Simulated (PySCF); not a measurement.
HCl$_{3}$Si, charge -1, doublet, at a GFN2-xTB geometry (a state made from the parent by changing its charge; the spin is typed, not shown lowest). Base run: CCSD(T)/3-21G in PySCF.

Input for PySCF:
```python
from pyscf import gto, scf, cc

mol = gto.M(
    atom='''
Si    0.24470920    0.27168732    0.12676686
Cl   -1.09335905   -1.23658447   -0.34820121
Cl   -1.27515476    1.96775416    0.22818236
Cl    2.14529555   -0.97049972   -0.07733403
H     0.36878146    0.26498816    1.58026276
''',
    basis='3-21g',
    charge=-1,
    spin=1,
    verbose=4,
)

mf = scf.UHF(mol)
mf.kernel()

mycc = cc.CCSD(mf)
mycc.kernel()
et = mycc.ccsd_t()
print('E(CCSD(T)) = %.10f' % (mycc.e_tot + et))
mf.analyze()
```

Each row names what was changed in the base input (with any setting that the change needs).

| change | ΔE vs base (mEh) | MP2 correlation (Eh) | CC correlation without the perturbative part (Eh) | basis functions | core-seconds (rough) |
|---|---|---|---|---|---|
| base | 0.000 | -0.19300 | -0.21748 | 54 | 40 |
| cc.conv_tol = 1e-9 | 0.000 | -0.19300 | -0.21748 | 54 | 40 |
| cc.level_shift = 0.2 | 0.000 | -0.19300 | -0.21748 | 54 | 40 |
| method = mp2 | 28.146 | -0.19300 | - | 54 | 0.8 |
| frozen = 19 | 17.131 | -0.17441 | -0.20093 | 54 | 5 |
| method = cisd | 21.462 | - | - | 54 | 7 |
| frozen = 20 | 17.730 | -0.17379 | -0.20034 | 54 | 5 |
| cart = on | 0.000 | -0.19300 | -0.21748 | 54 | 40 |
| frozen = 21 | 36.719 | -0.15756 | -0.18152 | 54 | 4 |
| cc.iterative_damping = 0.8 | 0.000 | -0.19300 | -0.21748 | 54 | 40 |

Open shells are given as the SCF converged; they aren't shown to be the lowest states, and a large step between rows can be another state.
